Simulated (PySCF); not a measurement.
All of these have the formula C8H7F3O. Level of theory: TDDFT PBE0/def2-SVPD, vertical, gas phase, core orbitals frozen in the response (PySCF 2.14.0, density-fitted response routines). Geometries: PBE0-D3(BJ)/def2-SVP; one conformer of each isolated species. Triplets are in the Tamm–Dancoff approximation.

A. `O=C([C@@H]1[C@H]2C=CC[C@H]21)C(F)(F)F`
B. `FC(F)(F)[C@H](C(c1c(=O)c1)=C)C`
C. `c1c(ccc(c1)O)CC(F)(F)F`

Lowest singlet levels (six at most, fewer where fewer were computed) with oscillator strengths:

1. 3.37 eV (f 0.001); 5.26 eV (f 0.012); 5.33 eV (f 0.249); 6.43 eV (f 0.004); 6.49 eV (f 0.112); 6.76 eV (f 0.019); T1 3.09 eV
2. 5.07 eV (f 0.025); 5.80 eV (f 0.110); 5.96 eV (f 0.000); 6.54 eV (f 0.021); 6.79 eV (f 0.307); 6.87 eV (f 0.667); T1 3.94 eV
3. 4.27 eV (f 0.013); 4.96 eV (f 0.151); 6.07 eV (f 0.036); 6.45 eV (f 0.122); 6.81 eV (f 0.006); 7.03 eV (f 0.031); T1 3.62 eV

Task: Which spectrum belongs to which structure?

Result: 1 = B, 2 = C, 3 = A.
- A: S1 at 4.27 eV, HOMO-1→LUMO (65%), HOMO→LUMO (29%); Löwdin shares by element: HOMO carbon 72% or more (atoms not listed hold the other 29%); LUMO carbon 44% or more, oxygen 28% (atoms not listed hold the other 27%); HOMO -7.31 and LUMO -1.68 eV.
- B: S1 at 3.37 eV, HOMO→LUMO (99%); Löwdin shares by element: HOMO oxygen 53%, carbon 39% or more; LUMO carbon 82% or more (atoms not listed hold the other 18%); HOMO -6.95 and LUMO -2.20 eV.
- C: S1 at 5.07 eV, HOMO→LUMO (81%), HOMO-1→LUMO+1 (18%); Löwdin shares by element: HOMO carbon 47% or more, oxygen 18% (atoms not listed hold the other 35%); LUMO carbon 72% or more (atoms not listed hold the other 28%); HOMO -6.75 and LUMO -0.60 eV.
